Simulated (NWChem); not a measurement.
CuH; SMILES [CuH]

Computed with NWChem. The geometry was optimised at PBE0/def2-SVP.

Q: Order these by “orbital gap (eV)”, lowest first: PBE/def2-SVPD; PBE/def2-QZVP; PBE/def2-TZVP.

A: PBE/def2-SVPD (2.38), PBE/def2-QZVP (2.56), PBE/def2-TZVP (2.66)
